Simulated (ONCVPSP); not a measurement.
As (Z = 33): ONCV pseudisation with PBE, fully relativistic reference atom.

The input file (ONCVPSP 4.0.1):

```
# ATOM AND REFERENCE CONFIGURATION
# atsym  z   nc   nv     iexc    psfile
  As 33.00    6    2        4      upf
#
#   n    l    f
    1    0    2.00
    2    0    2.00
    2    1    6.00
    3    0    2.00
    3    1    6.00
    3    2   10.00
    4    0    2.00
    4    1    3.00
#
# PSEUDOPOTENTIAL AND OPTIMIZATION
# lmax
    1
#
#   l,   rc,      ep,       ncon, nbas, qcut
    0    1.40    0.00    4    7    3.60
    1    1.65    0.00    4    8    6.00
#
# LOCAL POTENTIAL
# lloc, lpopt,  rc(5),   dvloc0
    4    5    1.00   -1.00
#
# VANDERBILT-KLEINMAN-BYLANDER PROJECTORs
# l, nproj, debl
    0    2    3.70
    1    2    0.70
#
# MODEL CORE CHARGE
# icmod, fcfact, rcfact
    3    5.00    1.50
#
# LOG DERIVATIVE ANALYSIS
# epsh1, epsh2, depsh
   -2.00    5.00    0.02
#
# OUTPUT GRID
# rlmax, drl
    6.00    0.01
#
# TEST CONFIGURATIONS
# ncnf
    4
# nvcnf
#   n    l    f
    2
    4    0    2.00
    4    1    2.00
#
    2
    4    0    2.00
    4    1    1.00
#
    2
    4    0    2.00
    4    1    0.00
#
    2
    4    0    0.00
    4    1    5.00
#
```

Command:

```bash
oncvpspr.x < As.dat > As.out
```

Output (shortened: citation, most of the input echo, consistency checks and plot data are left out):

```
ONCVPSP  (Optimized Norm-Conservinng Vanderbilt PSeudopotential)
relativistic version 4.0.1

#   n    l    f        energy (Ha)
    1    0    2.00    -4.3054879D+02
    2    0    2.00    -5.4613734D+01
    2    1    6.00    -4.7448515D+01    -4.8792176D+01
    3    0    2.00    -6.9910765D+00
    3    1    6.00    -4.8509266D+00    -5.0355047D+00
    3    2   10.00    -1.4824529D+00    -1.5092242D+00
    4    0    2.00    -5.3252267D-01
    4    1    3.00    -1.8764904D-01    -1.9767011D-01

Reference configufation results
  iterations    23
  all-electron total energy (Ha)   -2.26092798D+03

Begin loop to  construct optimized pseudo wave functions
and semi-local pseudopoentials for all angular momenta

   Wellstate for l =  0  n =  6 kap= -1
     eigenvalue =   3.1675
     asymptotic potential =   3.6675
     half-point radius =  3.0276

Calculating optimized projector #   1

 for l=   0

    Fraction of norm inside rc  0.229345
    Optimizing pswf for qcut=   3.61 a_B^-1,  ecut=   6.50 Ha
    Residual kinetic energy error=  1.05D-02 Ha

    Energy error per electron        Cutoff
         Ha          eV             Ha
         0.01000     0.27211        6.61
         0.00100     0.02721       17.87
         0.00010     0.00272       39.06
         0.00001     0.00027       48.23

Calculating optimized projector #   2

 for l=   0

    Fraction of norm inside rc  0.089996
    Optimizing pswf for qcut=   3.61 a_B^-1,  ecut=   6.50 Ha
    Residual kinetic energy error=  1.28D-01 Ha

    Energy error per electron        Cutoff
         Ha          eV             Ha
         0.01000     0.27211       26.05
         0.00100     0.02721       80.34
         0.00010     0.00272       94.02
         0.00001     0.00027      127.62

   Wellstate for l =  1  n =  5 kap= -2
     eigenvalue =   0.5124
     asymptotic potential =   1.0124
     half-point radius =  5.0359

Calculating optimized projector #   1

 for l=   1

    Fraction of norm inside rc  0.187094
    Optimizing pswf for qcut=   6.01 a_B^-1,  ecut=  18.06 Ha
    Residual kinetic energy error=  5.73D-06 Ha

    Energy error per electron        Cutoff
         Ha          eV             Ha
         0.01000     0.27211        2.62
         0.00100     0.02721        9.04
         0.00010     0.00272       12.52
         0.00001     0.00027       15.61

Calculating optimized projector #   2

 for l=   1

    Fraction of norm inside rc  0.122235
    Optimizing pswf for qcut=   6.01 a_B^-1,  ecut=  18.06 Ha
    Residual kinetic energy error=  2.71D-04 Ha

    Energy error per electron        Cutoff
         Ha          eV             Ha
         0.01000     0.27211        2.83
         0.00100     0.02721        9.02
         0.00010     0.00272       37.78
         0.00001     0.00027       94.30

   Wellstate for l =  1  n =  5 kap=  1
     eigenvalue =   0.5023

Calculating optimized projector #   1

 for l=   1

    Fraction of norm inside rc  0.200499
    Optimizing pswf for qcut=   6.01 a_B^-1,  ecut=  18.06 Ha
    Residual kinetic energy error=  2.77D-06 Ha

    Energy error per electron        Cutoff
         Ha          eV             Ha
         0.01000     0.27211        2.76
         0.00100     0.02721        9.69
         0.00010     0.00272       13.17
         0.00001     0.00027       16.13

Calculating optimized projector #   2

 for l=   1

    Fraction of norm inside rc  0.124707
    Optimizing pswf for qcut=   6.01 a_B^-1,  ecut=  18.06 Ha
    Residual kinetic energy error=  1.87D-04 Ha

    Energy error per electron        Cutoff
         Ha          eV             Ha
         0.01000     0.27211        2.89
         0.00100     0.02721        9.27
         0.00010     0.00272       32.56
         0.00001     0.00027       92.85

Construct Vanderbilt / Kleinmman-Bylander projectors

B matrix Hermiticity error, ll=  0  kap= -1
   1   2   -2.6458D-04

  Orthonormal projector coefficients  1.7224E+01  3.0544E+00

B matrix Hermiticity error, ll=  1  kap= -2
   1   2    2.7772D-05

  Orthonormal projector coefficients  7.9592E+00  2.3844E+00

B matrix Hermiticity error, ll=  1  kap=  1
   1   2    2.8792D-05

  Orthonormal projector coefficients  7.3683E+00  2.0596E+00

 Orthonormal scalar projector coefficients, l =  1
  7.7431E+00  2.2893E+00  5.6541E-03  2.4470E-04

 Orthonormal spin-orbit projector coefficients, l =  1
  7.9105E-01 -2.1263E-01  4.4990E-02 -1.2963E-02

Model core correction analysis
  based on d2Exc/dn_idn_j

d2excae - all-electron derivatives

   -2.651931D-02   -1.999016D-02
   -1.999039D-02   -1.973862D-02

d2excps - pseudofunction derivatives with no core correction

   -3.922283D-02   -2.765924D-02
   -2.766184D-02   -2.616140D-02

rms 2nd derivative error    8.948428E-03

rmatch, rhocmatch    1.3640    1.0744

Teter function model core charge with specified parameters

d2excps - pseudofunction derivatives with core correction

   -2.751797D-02   -2.198955D-02
   -2.198932D-02   -2.330000D-02

rms 2nd derivative error    2.327767E-03

Pseudoatom total energy   -6.273872

Diagnostic tests using Vanderbilt-Kleinman-Bylander pseudopotentials
  relativistic with J = L +/- 1/2 projectors

   l  kap   rcore       rmatch      e in        delta e    norm test   slope test

   0  -1   1.4053846   1.4480552  -0.5325227  -0.0000014   1.0000197   1.0000046
   0  -1   1.4053846   1.4480552   3.1674773   0.0000137   1.0001500   1.0001500

   1  -2   1.6517362   1.7018865  -0.1876490  -0.0000008   1.0000242   1.0000094
   1   1   1.6517362   1.7018865  -0.1976701   0.0000067   1.0000333   1.0000358
   1  -2   1.6517362   1.7018865   0.5123510   0.0000076   1.0001428   1.0001428
   1   1   1.6517362   1.7018865   0.5051256   0.0000090   1.0001419   1.0001419

Diagnostic tests using Vanderbilt-Kleinman-Bylander pseudopotentials
  relativistic with scalar and spin-orbit non-local projectors

   l  kap   rcore       rmatch      e in        delta e    norm test   slope test

   0  -1   1.4053846   1.4480552  -0.5325227  -0.0000014   1.0000197   1.0000046
   0  -1   1.4053846   1.4480552   3.1674773   0.0000137   1.0001500   1.0001500

   1  -2   1.6517362   1.7018865  -0.1876490  -0.0002767   0.9994267   1.0029769
   1   1   1.6517362   1.7018865  -0.1976701  -0.0002920   0.9994510   1.0036172
   1  -2   1.6517362   1.7018865   0.5123510  -0.0013905   1.0001595   1.0001595
   1   1   1.6517362   1.7018865   0.5051256  -0.0014211   1.0001727   1.0001727

Ghost test for J = L + 1/2

 Testing for bound ghosts
   n   l    E NL Schr. Eq   E Basis Diag.   E Cutoff

   1   0       -0.532524       -0.514878     94.10

   2   1       -0.187650       -0.160987    110.08

 Testing for highly-localized positive-energy ghosts
       l    <radius>/rc     E Basis Diag.   E Cutoff

       0        0.277691        1.515683     94.10  WARNING - GHOST(+)

       1        0.694937        3.159680    110.08  WARNING - GHOST(+)

Ghost test for J = L - 1/2

 Testing for bound ghosts
   n   l    E NL Schr. Eq   E Basis Diag.   E Cutoff

   1   0       -0.532524       -0.514878     94.10

   2   1       -0.197663       -0.173199    110.08

 Testing for highly-localized positive-energy ghosts
       l    <radius>/rc     E Basis Diag.   E Cutoff

       0        0.277691        1.515683     94.10  WARNING - GHOST(+)

       1        0.883400        3.324423    110.08  WARNING - GHOST(+)

Test configuration 0

   n   l kap    f        eae           eps        diff
   1   0  -1  2.0000 -430.54879483
   2   0  -1  2.0000  -54.61373365
   2   1  -2  4.0000  -47.44851454
   2   1   1  2.0000  -48.79217574
   3   0  -1  2.0000   -6.99107648
   3   1  -2  4.0000   -4.85092663
   3   1   1  2.0000   -5.03550466
   3   2  -3  6.0000   -1.48245285
   3   2   2  4.0000   -1.50922419
   4   0  -1  2.0000   -0.53252267   -0.53252409   -1.41E-06
   4   1  -2  2.0000   -0.18764904   -0.18764983   -7.93E-07
   4   1   1  1.0000   -0.19767011   -0.19766339    6.72E-06

    Total energies and differences
      AE_ref= -2.26092798E+03  AE_tst= -2.26092798E+03  dif=  0.00E+00
      PS_ref= -6.27387152E+00  PS_tst= -6.27387152E+00  dif= -8.88E-15
      PSP excitation error=  8.88E-15

Test configuration 1

   n   l kap    f        eae           eps        diff
   1   0  -1  2.0000 -430.91198344
   2   0  -1  2.0000  -54.97405190
   2   1  -2  4.0000  -47.80918828
   2   1   1  2.0000  -49.15290040
   3   0  -1  2.0000   -7.35021272
   3   1  -2  4.0000   -5.21002723
   3   1   1  2.0000   -5.39462700
   3   2  -3  6.0000   -1.84086805
   3   2   2  4.0000   -1.86767185
   4   0  -1  2.0000   -0.85814310   -0.85948584   -1.34E-03
   4   1  -2  1.3333   -0.48618688   -0.48728485   -1.10E-03
   4   1   1  0.6667   -0.49847690   -0.49958653   -1.11E-03

    Total energies and differences
      AE_ref= -2.26092798E+03  AE_tst= -2.26059164E+03  dif=  3.36E-01
      PS_ref= -6.27387152E+00  PS_tst= -5.93714329E+00  dif=  3.37E-01
      PSP excitation error= -3.88E-04

Test configuration 2

   n   l kap    f        eae           eps        diff
   1   0  -1  2.0000 -431.34651627
   2   0  -1  2.0000  -55.40240597
   2   1  -2  4.0000  -48.23826994
   2   1   1  2.0000  -49.58208897
   3   0  -1  2.0000   -7.77595655
   3   1  -2  4.0000   -5.63562196
   3   1   1  2.0000   -5.82028477
   3   2  -3  6.0000   -2.26489796
   3   2   2  4.0000   -2.29177245
   4   0  -1  2.0000   -1.22899599   -1.23467843   -5.68E-03
   4   1  -2  0.6667   -0.82819568   -0.83337222   -5.18E-03
   4   1   1  0.3333   -0.84293896   -0.84815068   -5.21E-03

    Total energies and differences
      AE_ref= -2.26092798E+03  AE_tst= -2.25993301E+03  dif=  9.95E-01
      PS_ref= -6.27387152E+00  PS_tst= -5.27570440E+00  dif=  9.98E-01
      PSP excitation error= -3.20E-03

Test configuration 3

   n   l kap    f        eae           eps        diff
   1   0  -1  2.0000 -431.84079095
   2   0  -1  2.0000  -55.88659927
   2   1  -2  4.0000  -48.72362322
   2   1   1  2.0000  -50.06761474
   3   0  -1  2.0000   -8.25581636
   3   1  -2  4.0000   -6.11515779
   3   1   1  2.0000   -6.29994181
   3   2  -3  6.0000   -2.74178395
   3   2   2  4.0000   -2.76877432
   4   0  -1  2.0000   -1.63260097   -1.64711601   -1.45E-02
   4   1  -2  0.0000   -1.20229059   -1.20229059    0.00E+00
   4   1   1  0.0000   -1.21967931   -1.21967931    0.00E+00

    Total energies and differences
      AE_ref= -2.26092798E+03  AE_tst= -2.25891475E+03  dif=  2.01E+00
      PS_ref= -6.27387152E+00  PS_tst= -4.24827784E+00  dif=  2.03E+00
      PSP excitation error= -1.24E-02

Test configuration 4

   n   l kap    f        eae           eps        diff
   1   0  -1  2.0000 -430.67248527
   2   0  -1  2.0000  -54.73278646
   2   1  -2  4.0000  -47.56735689
   2   1   1  2.0000  -48.91103400
   3   0  -1  2.0000   -7.11284554
   3   1  -2  4.0000   -4.97212993
   3   1   1  2.0000   -5.15678007
   3   2  -3  6.0000   -1.60046856
   3   2   2  4.0000   -1.62734651
   4   0  -1  0.0000   -0.59434057   -0.59434057    0.00E+00
   4   1  -2  3.3333   -0.23272241   -0.23309217   -3.70E-04
   4   1   1  1.6667   -0.24404260   -0.24451807   -4.75E-04

    Total energies and differences
      AE_ref= -2.26092798E+03  AE_tst= -2.26022806E+03  dif=  7.00E-01
      PS_ref= -6.27387152E+00  PS_tst= -5.57235209E+00  dif=  7.02E-01
      PSP excitation error= -1.59E-03
```

The run took about 4.7 s on one core of a shared server CPU.
